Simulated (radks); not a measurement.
Species: Cd43+. Configuration: [He] 2s2 2p1 (the NIST ground configuration).

All-electron calculation, scalar-relativistic Kohn-Sham, PBE, spin-unpolarised, spherical densities, point nucleus. Program: a radial shooting solver on a logarithmic mesh with Libxc functionals.

Energy parts (hartree):
part                       energy
total                 -3156.23125
kinetic                3346.19853
electron-nucleus      -6616.01294
Hartree                 160.08985
exchange-correlation    -46.50669

Orbitals (lengths in bohr, moments of r in powers of bohr; r(max) is where P^2 peaks; r(90%) holds 90 % of the orbital's charge):
orbital  occ.  eigenvalue (hartree)  r(90%)   r(max)
1s          2             -1115.808  0.0543  0.01965
2s          2             -262.7321   0.191   0.1075
2p          1             -251.9654   0.173  0.08495
3s          0             -112.2674   0.417   0.2772
3p          0             -108.9969   0.404   0.2618

The highest occupied level is 2p at -6856.3 eV. The density falls to 0.001 e/bohr^3 at r = 0.44 bohr. Summed over all electrons, <r^2> = 0.05274 bohr^2, which gives a Langevin (diamagnetic) susceptibility term of -0.0418 x 10^-6 cm^3/mol.
